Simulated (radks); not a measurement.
Task: All-electron atom: F in 1s1.5 2s2 2p5 3d0.5 (fractional occupations, a model configuration). Method: non-relativistic Kohn-Sham, MS2 meta-GGA, spin-polarised, spherical densities, point nucleus; open shells are filled with parallel spins first; meta-GGA in the generalised Kohn-Sham scheme; computed with a radial shooting solver on a logarithmic mesh with Libxc functionals. Some entries of the table are withheld. Estimate them.

| orbital | occ. | eigenvalue (eV) | r(max) (bohr) |
|---|---|---|---|
| 1s up | 1 | -717.9524 | 0.1130 |
| 1s down | 0.5 | -699.2893 | 0.1136 |
| 2s up | 1 | (1) | 0.7307 |
| 2s down | 1 | (2) | 0.7418 |
| 2p up | 3 | -21.6223 | 0.6531 |
| 2p down | 2 | -18.8380 | 0.6710 |
| 3d up | 0.5 | -0.4576 | 15.11 |

Result: 
(1) 2s up eigenvalue (eV): -42.2233
(2) 2s down eigenvalue (eV): -39.3591
